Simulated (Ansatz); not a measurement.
Ansatz (a first-principles code) input (CCSD(T)/aug-cc-pV(D+d)Z):
A basis named .json is the Basis Set Exchange file of that set.

Ansatz 0.2 input:
```yaml
crystal:
  periodic: [false, false, false]
  atoms:
    - {symbol: C, position_ang: [-3.67279632, -0.44753120, -0.22472465]}
    - {symbol: C, position_ang: [-2.36613876, -0.84334667, 0.45638705]}
    - {symbol: C, position_ang: [-1.13389001, -0.29300734, -0.25733472]}
    - {symbol: C, position_ang: [0.17131245, -0.68832842, 0.42369164]}
    - {symbol: C, position_ang: [1.43255253, -0.20026022, -0.26919111]}
    - {symbol: C, position_ang: [2.70657353, -0.73083982, 0.35765880]}
    - {symbol: Cl, position_ang: [1.48862657, 1.62970740, -0.25028828]}
    - {symbol: H, position_ang: [-3.70868128, -0.81897939, -1.25173851]}
    - {symbol: H, position_ang: [-3.78084869, 0.63890206, -0.26351399]}
    - {symbol: H, position_ang: [-4.53785783, -0.85006844, 0.30523518]}
    - {symbol: H, position_ang: [-2.29760709, -1.93493304, 0.51191569]}
    - {symbol: H, position_ang: [-2.36994001, -0.48597446, 1.49125536]}
    - {symbol: H, position_ang: [-1.19907876, 0.79631159, -0.30989176]}
    - {symbol: H, position_ang: [-1.12427509, -0.65129596, -1.29301619]}
    - {symbol: H, position_ang: [0.23845696, -1.78187802, 0.46783564]}
    - {symbol: H, position_ang: [0.17892278, -0.33461530, 1.45890862]}
    - {symbol: H, position_ang: [1.39781652, -0.44734165, -1.33000185]}
    - {symbol: H, position_ang: [3.58772860, -0.34791648, -0.15517688]}
    - {symbol: H, position_ang: [2.76711298, -0.44529122, 1.40861892]}
    - {symbol: H, position_ang: [2.71591856, -1.82206323, 0.29554859]}
basis:
  gaussian:
    orbitals: aug-cc-pV_D+d_Z.json
magnetization: {spin_polarized: false}
correlation: {method: ccsd_t, electrons: outside_noble_gas}
output: {forces: true}
```

End of the output:

```
Atom 6 at     1.488627     1.629707    -0.250288 Å, force    -0.010922     0.062240     0.034918 eV/Å
Atom 7 at    -3.708681    -0.818979    -1.251739 Å, force    -0.002873    -0.175791    -0.451254 eV/Å
Atom 8 at    -3.780849     0.638902    -0.263514 Å, force    -0.035373     0.483715    -0.004874 eV/Å
Atom 9 at    -4.537858    -0.850068     0.305235 Å, force    -0.374193    -0.182315     0.241245 eV/Å
Atom 10 at    -2.297607    -1.934933     0.511916 Å, force     0.034410    -0.474418     0.007583 eV/Å
Atom 11 at    -2.369940    -0.485974     1.491255 Å, force     0.001563     0.170190     0.445950 eV/Å
Atom 12 at    -1.199079     0.796312    -0.309892 Å, force    -0.033535     0.497486    -0.013360 eV/Å
Atom 13 at    -1.124275    -0.651296    -1.293016 Å, force     0.012358    -0.175146    -0.457081 eV/Å
Atom 14 at     0.238457    -1.781878     0.467836 Å, force     0.028069    -0.483822     0.003813 eV/Å
Atom 15 at     0.178923    -0.334615     1.458909 Å, force     0.006849     0.182293     0.464638 eV/Å
Atom 16 at     1.397817    -0.447342    -1.330002 Å, force    -0.019528    -0.124702    -0.500021 eV/Å
Atom 17 at     3.587729    -0.347916    -0.155177 Å, force     0.390919     0.180887    -0.240889 eV/Å
Atom 18 at     2.767113    -0.445291     1.408619 Å, force     0.011045     0.147929     0.472335 eV/Å
Atom 19 at     2.715919    -1.822063     0.295549 Å, force    -0.006868    -0.477247    -0.039143 eV/Å
Dipole moment:    -0.047684    -0.444564     0.024624 e Å
```
